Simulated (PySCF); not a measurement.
Mapped SMILES: `[OH:1][B:2]([OH:3])[PH2:4]`. Hydrogens are named by the atom that carries them.

Level of theory: PBE0-D3(BJ)/def2-SVP structure, σ from GIAO-PBE0/pcSseg-1, in PySCF (one computed conformer, relativity neglected, isolated molecule, averaged over atoms made equivalent by symmetry, fast rotation or ring inversion).

Chemical shifts δ = σref − σ; $^{1}$H vs TMS; $^{17}$O vs H2O; $^{11}$B against BF3·OEt2; $^{31}$P against H3PO4, all at this level.

| atoms | nucleus | count | δ (ppm) |
| --- | --- | --- | --- |
| H(P4) | $^{1}$H | 2 | 1.78 |
| P4 | $^{31}$P | 1 | ? |
| B2 | $^{11}$B | 1 | ? |
| H(O1)/H(O3) | $^{1}$H | 2 | 4.05 |
| O1/O3 | $^{17}$O | 2 | 143.7 |

Q: Estimate the values marked ?.

A: 
- B2: 34.1 ppm, boron bonded to 2 O, P
- P4: -269.4 ppm, phosphorus bonded to B, 2 H

OH and NH positions are those of a molecule without intermolecular hydrogen bonds; in solution they move with solvent, concentration and temperature, and exchange usually removes their couplings. Experimental scales use liquid or dissolved standards, which lie at an offset from isolated H2O (liquid H2O: subtract about 36 ppm) and H3PO4.
